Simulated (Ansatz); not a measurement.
Coupled-cluster run, C$_{2}$H$_{6}$ClNSi, SMILES `C=C[SiH](N)Cl`.

```yaml
crystal:
  periodic: [false, false, false]
  atoms:
    - {symbol: C, position_ang: [-2.009077, -0.223832, 0.193806]}
    - {symbol: C, position_ang: [-0.763248, -0.607704, 0.453827]}
    - {symbol: Si, position_ang: [0.734757, 0.466008, 0.291998]}
    - {symbol: N, position_ang: [1.868285, -0.317323, -0.709389]}
    - {symbol: Cl, position_ang: [0.104432, 2.319573, -0.400925]}
    - {symbol: H, position_ang: [-2.233688, 0.783711, -0.142834]}
    - {symbol: H, position_ang: [-2.853641, -0.897561, 0.307108]}
    - {symbol: H, position_ang: [-0.595034, -1.630402, 0.790586]}
    - {symbol: H, position_ang: [1.412562, 0.742437, 1.578710]}
    - {symbol: H, position_ang: [1.579216, -0.700399, -1.595578]}
    - {symbol: H, position_ang: [2.820834, 0.008493, -0.746809]}
basis:
  gaussian: {orbitals: def2-TZVPP}
correlation: {method: ccsd_t}
output: {orbitals: {seedname: orbitals}}
```

```sh
$ ansatz run in.yaml --threads 4 --pin off --events-out ev --progress --plain
```

Output of Ansatz, abridged:

```
Functional definition: HF
  name "HF"
  cite "Fock, Z. Phys. 61, 126 (1930) doi:10.1007/BF01340294"
  parent pbe
  exchange = exact_x
  correlation = 0
1525 factors; integrals over basis functions are off by at most 1.0e-3 eV
mean field evaluation 1: about -24003.5287 eV, gradient 4.1e1 eV
mean field evaluation 2: about -24003.7983 eV, gradient 4.1e1 eV
mean field evaluation 4: about -24007.6685 eV, gradient 3.8e0 eV
mean field evaluation 8: about -24007.7238 eV, gradient 2.0e-1 eV
mean field -24007.72402062 eV, -882.2675847380 hartree, gradient 2.6e-6 eV, S^2 0.000000; 0 other end points of the search recorded, 0 dependent functions left out
13 core orbitals not correlated: weight in the atoms' cores, before any rotation towards them, 1.000 or more for the frozen orbitals, at most 0.000 for the correlated occupied ones
reference -24007.72402062 eV, -882.2675847380 hartree; 15, 15 occupied and 233, 233 virtual orbitals, 1525 factors
second order -23.01027338 eV of doubles, -0.00000000 eV of singles
cycle   1  -23.74892021 eV  change   -7.4e-1 eV  update   9.5e-2
cycle   2  -24.30474508 eV  change   -5.6e-1 eV  update   2.9e-2
cycle   3  -24.40278177 eV  change   -9.8e-2 eV  update   1.3e-2
cycle   4  -24.39445582 eV  change    8.3e-3 eV  update   3.5e-3
cycle   5  -24.39523833 eV  change   -7.8e-4 eV  update   1.4e-3
cycle   6  -24.39554769 eV  change   -3.1e-4 eV  update   3.6e-4
cycle   7  -24.39544394 eV  change    1.0e-4 eV  update   1.3e-4
cycle   8  -24.39545628 eV  change   -1.2e-5 eV  update   4.5e-5
cycle   9  -24.39546381 eV  change   -7.5e-6 eV  update   1.6e-5
perturbative correction -1.04406513 eV, -0.0383686859 hartree
Total energy: -24033.16354956 eV, -883.2024701831 hartree
```

Hardware: 4 threads of a server CPU on a shared host. Wall time 2.2 min, peak host memory 6 GiB.

Correlation energy per correlated electron: -0.848 eV. T1 diagnostic: 0.0103.
